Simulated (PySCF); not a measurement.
# Electron correlation in N (nitrogen, neutral)

[He] 2s1 2p4, high-spin 4P determinant (an excited configuration). All numbers are calculated (PySCF 2.14, the spin-free X2C one-electron Hamiltonian (Gaussian nucleus), in x2c-QZVPPall). Frozen: 1s2; 5 electrons correlated.

```csv
level,correlation energy (mhartree)
CCSD,-116.68
(T),-3.58
CCSD(T),-120.26
```

Diagnostics: T1 = 0.023, D1 = 0.0621, largest double amplitude 0.084.

Cost of the coupled-cluster step: roughly 1.8 core-seconds, for 5 correlated electrons.

Iterations:

```
CC2 = 0
CCSD nocc = (np.int64(4), np.int64(1)), nmo = (56, 56)
frozen orbitals [[0], [0]]
max_cycle = 100
direct = 0
conv_tol = 1e-08
conv_tol_normt = 1e-06
diis_space = 8
diis_start_cycle = 0
Init t2, MP2 energy = -0.0976921073353253
Init E_corr(UCCSD) = -0.0976921073365299
cycle = 1  E_corr(UCCSD) = -0.108828588309879  dE = -0.011136481  norm(t1,t2) = 0.0483659
cycle = 2  E_corr(UCCSD) = -0.112422246614681  dE = -0.0035936583  norm(t1,t2) = 0.026682
cycle = 3  E_corr(UCCSD) = -0.116485596962076  dE = -0.00406335035  norm(t1,t2) = 0.0169948
cycle = 4  E_corr(UCCSD) = -0.116399074928511  dE = 8.65220336e-05  norm(t1,t2) = 0.00482839
cycle = 5  E_corr(UCCSD) = -0.116656793151831  dE = -0.000257718223  norm(t1,t2) = 0.0026524
cycle = 6  E_corr(UCCSD) = -0.116693248691756  dE = -3.64555399e-05  norm(t1,t2) = 0.000934325
cycle = 7  E_corr(UCCSD) = -0.116672238465363  dE = 2.10102264e-05  norm(t1,t2) = 0.000380541
cycle = 8  E_corr(UCCSD) = -0.116672590395768  dE = -3.51930404e-07  norm(t1,t2) = 0.000447908
cycle = 9  E_corr(UCCSD) = -0.116687568348286  dE = -1.49779525e-05  norm(t1,t2) = 0.000541372
cycle = 10  E_corr(UCCSD) = -0.116677394846156  dE = 1.01735021e-05  norm(t1,t2) = 8.04274e-05
cycle = 11  E_corr(UCCSD) = -0.116677357736239  dE = 3.71099168e-08  norm(t1,t2) = 2.73274e-05
cycle = 12  E_corr(UCCSD) = -0.116678714679204  dE = -1.35694297e-06  norm(t1,t2) = 1.22802e-05
cycle = 13  E_corr(UCCSD) = -0.116678860015391  dE = -1.45336187e-07  norm(t1,t2) = 1.73645e-06
cycle = 14  E_corr(UCCSD) = -0.116678827860748  dE = 3.2154643e-08  norm(t1,t2) = 6.3299e-07
cycle = 15  E_corr(UCCSD) = -0.116678818357335  dE = 9.50341349e-09  norm(t1,t2) = 1.63594e-07
UCCSD converged
E(UCCSD) = -54.14940725025034  E_corr = -0.1166788183573347
UCCSD(T) correction = -0.00357718849778121
```
